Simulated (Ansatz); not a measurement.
Geometry optimisation, RKS CAM-B3LYP/def2-SVP in Ansatz.

Input:

```yaml
crystal:
  periodic: [false, false, false]
  atoms:
    - { symbol: Si, position_ang: [-0.689504, -0.430108, -0.758727] }
    - { symbol: O, position_ang: [0.68701, 0.966094, 1.610661] }
    - { symbol: H, position_ang: [-0.897993, -1.149365, -2.04209] }
    - { symbol: H, position_ang: [-1.935822, -0.316971, 0.035852] }
    - { symbol: "N", position_ang: [0.514835, -1.34622, 0.082612] }
    - { symbol: H, position_ang: [0.754111, 1.783122, 1.095909] }
    - { symbol: S, position_ang: [-0.178811, 1.576329, -1.388503] }
    - { symbol: H, position_ang: [1.204967, 0.345139, 1.069956] }
    - { symbol: H, position_ang: [0.982385, -2.117722, -0.383086] }
    - { symbol: H, position_ang: [0.442509, -1.487952, 1.086462] }
    - { symbol: H, position_ang: [-0.883787, 2.177753, -0.409147] }
basis:
  gaussian: { orbitals: def2-SVP }
hamiltonian:
  xc: cam_b3lyp
relax:
  f_tol: 0.03
  max_steps: 50
output:
  orbitals: {}
```

Command:

```bash
$ ansatz run input.yaml --threads 4 --pin off --max-ram 5120MiB --backend cpu --events-out ev --progress --plain --runs-dir out
```

Where does it end, and by what steps?

The forces met the threshold. After 19 steps the energy has fallen by 0.247 eV; H9 moved furthest, 0.92 Å.

```csv
step,energy less start (eV),largest force component (eV/Å),accepted
0,0.0000,0.161,yes
1,-0.0160,0.700,yes
2,-0.0133,0.273,no
3,-0.0304,0.203,yes
4,-0.0320,0.461,yes
5,-0.0430,0.166,yes
6,-0.0475,0.777,yes
7,-0.0035,1.929,no
8,-0.0848,0.456,yes
9,-0.1176,0.203,yes
10,-0.1500,0.536,yes
11,-0.1004,2.453,no
12,-0.1827,0.352,yes
13,-0.2098,0.298,yes
14,-0.2349,0.114,yes
15,-0.2394,0.168,yes
16,-0.2249,1.117,no
17,-0.2463,0.096,yes
18,-0.2470,0.076,yes
19,-0.2475,0.008,yes
```

```xyz
11
Properties=species:S:1:pos:R:3
Si -0.909 -0.553 -0.882
O 0.611 1.414 1.568
H -1.142 -1.374 -2.102
H -2.110 -0.630 -0.010
N 0.408 -1.112 0.138
H 1.521 1.727 1.494
S -0.437 1.399 -1.580
H 0.648 0.484 1.260
H 1.308 -1.260 -0.314
H 0.205 -1.900 0.751
H -0.104 1.805 -0.323
```

Whether the end is a true minimum wasn't checked by a vibrational analysis.

Run time: 50 s on 4 threads of Arm Neoverse N1, on a shared host, peak memory 0.25 GiB.
